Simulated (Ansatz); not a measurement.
Gas-phase electronic energies from Ansatz, PBE0-D4/def2-TZVP geometries. CCSD(T)/CBS adds triple-zeta CCSD(T) − MP2 to the extrapolated MP2 energy (def2 sets, frozen cores). This one scheme is used for every species. Functionals use def2-TZVPP. B3LYP here is the variant with VWN-RPA as its local correlation; programs differ in this. One conformer a species, not always the lowest.

Reaction (redistribution): `N[SiH](O)[SiH2]F` + `O[SiH](O)O` → `O[SiH2][SiH2]F` + `N[Si](O)(O)O`

| level | ΔE (eV) |
| --- | --- |
| PBE-D4 | -0.01 |
| r2SCAN-D4 | -0.06 |
| B3LYP-D4 | -0.05 |
| r2SCAN | -0.06 |
| MP2/def2-TZVPP | -0.06 |
| CCSD(T)/def2-TZVPP | -0.08 |
| HF/def2-QZVPP | -0.15 |
| SCS-MP2/def2-QZVPP | -0.06 |

**Question.** What does CCSD(T)/CBS give? (An estimate is asked.)

**Answer.** The calculation gave: -0.07 eV. The listed levels differ from it by 0.06, 0.01, 0.02, 0.01, 0.01, -0.01, -0.08, 0.01 eV.

Largest T1 diagnostic among the species: 0.012.

From PBE to PBE0 (25 % exact exchange), in def2-TZVPP and without D4, ΔE moves by −0.05 eV. In def2-TZVPP, CCSD(T) changes the Hartree–Fock value by +0.07 eV (the triples alone add +0.02 eV) and MP2 by +0.09 eV.
